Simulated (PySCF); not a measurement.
# Computed properties of Si(Cl)(I)2(OH) (ClHI2OSi), SMILES O[Si](Cl)(I)I

Si(Cl)(I)2(OH) (ClHI₂OSi), SMILES O[Si](Cl)(I)I. The structure is a stationary point at B3LYP-D3(BJ)/def2-SVP. The structure was generated by enumeration, and PubChem lists no compound with its InChIKey, so it may never have been made. The def2 effective core potentials stand for the cores of I; spin–orbit coupling is left out. The values are those of a single conformer. All values are computed for the isolated molecule unless a solvent is named; none is compared with measurement here.

**Structure.** All 12 harmonic modes at B3LYP-D3(BJ)/def2-SVP (PySCF) are real, so it is a minimum. With heavy atoms numbered as in [OH:1][Si:2]([Cl:3])([I:4])[I:5], the shortest bond between them is O1–Si2 at 1.646 Å and the longest Si2–I5 at 2.460 Å.

**Vibrations.** The strongest infrared lines (harmonic, unscaled, degenerate partners summed) lie at 793 cm⁻¹ (277 km/mol, H 69 %, O 24 %), 432 cm⁻¹ (200 km/mol, Si 85 %, I 8 %), 561 cm⁻¹ (183 km/mol, Si 62 %, Cl 34 %). The softest mode is at 76 cm⁻¹ and the zero-point energy is 11.2 kcal/mol.

**Electronic structure.** M06-2X/def2-TZVP (PySCF) places the frontier levels at -8.95 and -1.10 eV, a gap of 7.85 eV, and gives a dipole moment of 1.30 D and a mean polarisability of 100.2 bohr³. PBE/def2-TZVP (PySCF) at the same geometry gives -6.66 and -2.60 eV, so its gap is 3.79 eV narrower. An orbital gap is neither the optical nor the fundamental gap.

**Excitations.** TDA-PBE0/def2-SVPD (PySCF) has S1 at 4.66 eV (266 nm, f = 0.019, weak); the most intense of the 10 singlets computed lies at 6.32 eV (f = 0.08). T1 (TDA) is at 4.18 eV, 0.48 eV under S1. TDA-PBE/def2-SVPD (PySCF) puts S1 at 4.14 eV. No vertical singlet excitation falls in the visible range (under 3.1 eV).
